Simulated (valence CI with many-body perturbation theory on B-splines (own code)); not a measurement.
# Dy XVI: calculated level list

Level of theory: relativistic CI+MBPT: five valence electrons over a frozen Dirac-Fock core [Kr] 4d10, a basis of 7 s, 7 p, 7 d, 7 f, 4 g, 2 h functions for each j, with the one-electron correlation potential Σ1, the two-electron term Σ2, the three-electron term Σ3, Breit, model QED; selected CI, second order for the rest, scaled by the run's own slope (own B-spline code, finite nucleus).

No measured spectrum was set against this ion. As an estimate, terms of the open shell hold to a few per cent of their energy, and close levels can change places; configurations with another count of f electrons can be misplaced by thousands of cm⁻¹. Among the levels kept, up to 1300 cm⁻¹ of a level comes from second order outside the variational space, and about a tenth of that is noise between levels of different J, which matters for small intervals.

Levels 136 to 180 of 206, with energies above the lowest level, 4f5 6H°_5/2. "Leading %" is the weight of the configuration and term that name the level; weights of strongly mixed levels are sums over their largest components and can fall short. Lifetimes count E1, E2, E3, M1 and M2 decay at the calculated energies, and are blank where another channel may lead or the interval is too uncertain; long ones can be off by a factor of two.

```csv
No.,Configuration,Term,J,E (cm⁻¹),Leading %,g,Lifetime,Second component
136,4f5,2G°,9/2,73138,29,1.049,8.47 ms,26 % 4f5 2H°
137,4f5,4G°,5/2,73247,51,0.830,8.89 ms,28 % 4f5 2D°
138,4f4.5s,4G,7/2,73329,43,1.058,255 μs,15 % 4f4.5s 2G
139,4f4.5s,4P,1/2,73348,48,1.563,1.38 ms,34 % 4f4.5s 4D
140,4f4.5s,2K,15/2,73588,40,0.978,1.57 ms,34 % 4f4.5s 4M
141,4f5,2O°,21/2,73613,63,0.991,27.9 ms,35 % 4f5 2N°
142,4f5,4G°,7/2,73660,46,0.956,5.36 ms,19 % 4f5 2G°
143,4f5,2L°,15/2,74054,44,1.031,11.8 ms,35 % 4f5 2K°
144,4f5,2I°,11/2,74076,49,0.952,2.63 ms,21 % 4f5 4K°
145,4f4.5s,4G,9/2,74084,36,1.153,805 μs,28 % 4f4.5s 4F
146,4f4.5s,4F,3/2,74136,52,0.801,1.03 ms,16 % 4f4.5s 2D
147,4f5,2D°,3/2,74455,43,1.088,12.4 ms,41 % 4f5 2P°
148,4f5,2I°,13/2,74638,44,1.094,6.15 ms,31 % 4f5 4H°
149,4f4.5s,6D,1/2,74917,86,3.044,202 μs,6 % 4f4.5s 4P
150,4f4.5s,4G,11/2,75563,56,1.218,1.19 ms,18 % 4f4.5s 4H
151,4f5,2G°,9/2,75679,26,1.042,6.11 ms,24 % 4f5 4H°
152,4f5,4H°,11/2,75717,35,1.152,10.6 ms,33 % 4f5 4G°
153,4f4.5s,4I,9/2,75729,58,0.849,667 μs,24 % 4f4.5s 2H
154,4f4.5s,4F,5/2,75923,35,1.347,711 μs,23 % 4f4.5s 6D
155,4f5,2G°,7/2,76202,39,0.892,5.24 ms,29 % 4f5 4H°
156,4f4.5s,4I,11/2,76293,80,0.988,676 μs,12 % 4f4.5s 2H
157,4f4.5s,6D,3/2,76385,70,1.542,265 μs,14 % 4f4.5s 4F
158,4f4.5s,4F,7/2,76704,45,1.242,493 μs,23 % 4f4.5s 4D
159,4f5,2G°,9/2,77028,48,1.033,12.8 ms,33 % 4f5 2H°
160,4f4.5s,4F,3/2,77031,51,0.851,257 μs,16 % 4f4.5s 6D
161,4f4.5s,2L,15/2,77836,87,0.948,2.39 ms,6 % 4f4.5s 2K
162,4f4.5s,4M,19/2,78396,68,1.094,729 μs,31 % 4f4.5s 4L
163,4f4.5s,4M,21/2,78606,97,1.139,893 μs,
164,4f4.5s,4I,13/2,78695,84,1.112,565 μs,10 % 4f4.5s 4H
165,4f5,2L°,17/2,78906,94,1.060,8.31 ms,
166,4f4.5s,6D,5/2,79237,70,1.512,250 μs,15 % 4f4.5s 4F
167,4f5,4H°,7/2,79255,49,0.836,5.78 ms,32 % 4f5 4G°
168,4f4.5s,4G,9/2,79336,74,1.132,176 μs,10 % 4f4.5s 2H
169,4f4.5s,4I,15/2,79590,89,1.183,525 μs,6 % 4f4.5s 2K
170,4f4.5s,2M,17/2,79637,40,1.011,2.47 ms,39 % 4f4.5s 2L
171,4f5,4P°,3/2,79653,37,1.353,6.54 ms,20 % 4f5 2P°
172,4f4.5s,4F,5/2,79911,67,1.011,188 μs,9 % 4f4.5s 4G
173,4f5,4G°,9/2,80045,54,1.073,7.22 ms,28 % 4f5 4H°
174,4f5,2H°,11/2,80246,72,1.042,5.68 ms,13 % 4f5 2I°
175,4f5,2I°,13/2,80295,68,1.053,9.91 ms,20 % 4f5 2K°
176,4f4.5s,2G,7/2,80469,34,1.054,252 μs,25 % 4f4.5s 4G
177,4f4.5s,6D,7/2,81176,65,1.431,254 μs,17 % 4f4.5s 4F
178,4f5,4G°,11/2,81281,55,1.196,9.73 ms,26 % 4f5 4H°
179,4f5,2D°,5/2,81297,76,1.143,11.8 ms,12 % 4f5 2F°
180,4f4.5s,2H,11/2,81383,56,1.133,785 μs,31 % 4f4.5s 4G
```

Names give the largest LS component (configuration and term), which can be under half, so a name can repeat, a term be missing and a line seem to break the LS rules; names also repeat where a configuration has a term twice.

Where two levels of one J and parity lie close, their mixing, g and order are uncertain.
